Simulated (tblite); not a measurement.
C₈H₆O.
InChI=1S/C8H6O/c1-2-4-8-6-9-5-7(8)3-1/h1-6H

Level: GFN2-xTB in tblite, geometry and Hessian alike; calculated harmonic values, unscaled, isolated species. The method is semi-empirical: single wavenumbers can be off by several per cent or more.

Harmonic wavenumbers (cm⁻¹): 193.1, 235.9, 386.2, 407.1, 520.8, 523.7, 589.3, 601.4, 695.6, 711.9, 716.9, 767.2, 770.8, 865.2, 868.2, 893.0, 909.5, 925.5, 1044.6, 1054.6, 1134.4, 1150.6, 1173.9, 1214.5, 1219.4, 1261.9, 1338.1, 1366.8, 1373.9, 1449.5, 1556.8, 1557.0, 1635.0, 3072.2, 3078.4, 3087.7, 3092.8, 3173.8, 3174.8.

A = 4015, B = 1622, C = 1155 MHz; mass 118.042 u (most abundant isotopes); point group C2v, symmetry number 2.

Q: What is the zero-point energy?

A: ½Σν̃ = 24896 cm⁻¹ = 297.82 kJ/mol.

Q: What is S at 200 K and 1 bar for an ideal gas of classical rigid rotors and harmonic oscillators?

A: Translation 160.06, rotation 107.03, vibration 20.15: S = 287.2 J/(mol K).

Q: And Cp and H(200 K) − H(0)?

A: Cp = 76.08 J/(mol K), of which vibrations give 42.82 (their classical limit is 39 R = 324.3); H(200 K) − H(0) = 9.48 kJ/mol without the zero-point energy, 2.83 from vibrations.

Q: How do the functions run with temperature in this model?

A: 
```tsv
T (K)	S (J/(mol K))	Cp (J/(mol K))	H − H(0) (kJ/mol)	G − H(0) (kJ/mol)	ln q(vib)
100	247.9	44.0	3.62	-21.17	0.11
300	325.9	117.8	19.16	-78.61	1.77
500	404.1	189.8	50.38	-151.65	4.69
800	508.4	252.3	117.73	-289.01	9.78
1000	567.5	277.0	170.81	-396.74	13.16
```

q(vib) and H(0) count from the zero-point level.

Q: Which modes carry the vibrational entropy at 200 K?

A: 193.1 cm⁻¹: 6.22; 235.9 cm⁻¹: 4.85; 386.2 cm⁻¹: 2.06; 407.1 cm⁻¹: 1.83; 520.8 cm⁻¹: 0.95; 523.7 cm⁻¹: 0.94 J/(mol K); the other 33 give 3.30 together.

Q: What must be added to the electronic energy to get the Gibbs energy at 200 K and 1 bar?

A: ZPE + [H(200 K) − H(0)] − T·S = 297.82 + 9.48 − 57.45 = 249.85 kJ/mol.

Hindered rotation and anharmonicity are outside this model.

Run on one thread, x86-64 server (shared host). This covers the Hessian and the dipole derivatives.
